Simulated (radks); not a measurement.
Question: The sulfur ion S+, [Ne] 3s2 3p3. Calculated with a radial shooting solver on a logarithmic mesh with Libxc functionals: non-relativistic Kohn-Sham, exchange-only B88, spin-polarised, spherical densities, point nucleus. Every spin shell is full or empty, so the densities are truly spherical. Functionals are evaluated on that one density, not self-consistently. Rank these orbital-free kinetic functionals by their error against the exact value of the orbitals, and give that value: Thomas-Fermi, TF + vW, TF + vW/9, revAPBEK, Perdew 92, Pearson, PG1, Ernzerhof.

Answer: Exact: 397.160 hartree. From best to worst, with 100 (|E| - |E exact|)/|E exact| (equal figures are ties): Ernzerhof +0.12, Perdew 92 -0.50, TF + vW/9 -0.51, revAPBEK +0.67, Pearson -1.54, Thomas-Fermi -7.27, PG1 +24.84, TF + vW +53.53.
